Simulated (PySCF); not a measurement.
# One molecule, several mistakes: AlGeH4NSi

Calculated results; nothing here was measured. The program is PySCF 2.14.0, an open-source quantum chemistry code, run on an isolated molecule that a program drew, which may never have been made. The molecule is AlGeH4NSi (charge 0, singlet), drawn as the SMILES string `[AlH]=[N][Ge][SiH3]`.

Each row is a Hartree-Fock (HF) and frozen-core CCSD(T) single point in the cc-pV(D+d)Z basis, meant for a local HF minimum. Run 1 is clean. Each other run has one planted mistake out of seven kinds, and not every kind appears here: one electron removed, one electron added, multiplicity raised by two, geometry at a saddle point, minimal basis STO-3G, one bond length entered in bohr, all coordinates scaled. The reference is restricted for singlets and unrestricted otherwise, and also for a bond in bohr. Adding or removing an electron swaps singlet and doublet. Electrons count all cores. HOMO and LUMO are orbital energies over both spins, the gradient is its largest component, and the lowest frequency (negative if imaginary) is given only where the gradient is small. Bond lengths are over the 7 bonds as drawn. T1 is the CCSD diagnostic: over 0.02 (restricted) or 0.045 (unrestricted) a single reference is doubtful. Germanium has the cc-pVDZ-PP basis, with a core potential (ECP10MDF) in place of its 10 inner electrons, and its 3s, 3p and 3d shells are frozen in CCSD(T).

Geometry of the clean run:
```xyz
8
AlGeH4NSi, angstrom
Al   -0.9849    2.6370   -1.0706
N    -0.5102    1.6103   -2.2486
Ge   -0.0606    0.4714   -3.5645
Si    2.4105    0.6285   -3.0651
H    -1.4859    3.6057    0.0338
H     3.3416   -0.1720   -3.9131
H     2.8490    2.0518   -3.1744
H     2.6577    0.2161   -1.6514
```

```
run  electrons  basis functions  <S^2>  HOMO (eV)  LUMO (eV)  gradient (hartree/bohr)  lowest frequency (cm^-1)  mean bond (Å)  longest bond (Å)      T1  HF (hartree)  CCSD(T) (hartree)                 mistake
  1         70              103  0.000      -6.88       0.86                  3.0e-06                        56         1.7125             2.526  0.0242    -880.95816         -881.43128                no fault
  2         70              103  0.000      -6.69       1.01                  5.0e-02                         -         1.6252             2.397  0.0223    -880.93466         -881.39912  all coordinates scaled
  3         70              103  2.038      -5.77       0.33                  1.8e-02                         -         1.7125             2.526  0.0295    -880.92108         -881.38155                       ?
  4         71              103  1.123      -0.73       5.34                  2.4e-02                         -         1.7125             2.526  0.0492    -880.95301         -881.44267                       ?
```

**Which mistake was planted in run 3, and what did it cost?**

Electrons, basis and geometry are unchanged, and <S^2> is 2.038, beside S(S+1) = 2.00 for a multiplicity of 3. So the mistake is: multiplicity raised by two. Subtracting run 1 and multiplying by 627.51 kcal/mol a hartree, the energy moved by 23.3 kcal/mol in HF and 31.2 kcal/mol in CCSD(T).

**Which mistake was planted in run 4, and what did it cost?**

It counts 71 electrons, one more than the clean run, at the same geometry and basis. So the mistake is: one electron added. Subtracting run 1 and multiplying by 627.51 kcal/mol a hartree, the energy moved by 3.2 kcal/mol in HF and -7.1 kcal/mol in CCSD(T).

Cautions from the logs. Run 1: T1 is over the limit, so its CCSD(T) energy is less reliable; run 2: T1 is over the limit, so its CCSD(T) energy is less reliable; run 4: T1 is over the limit, so its CCSD(T) energy is less reliable.
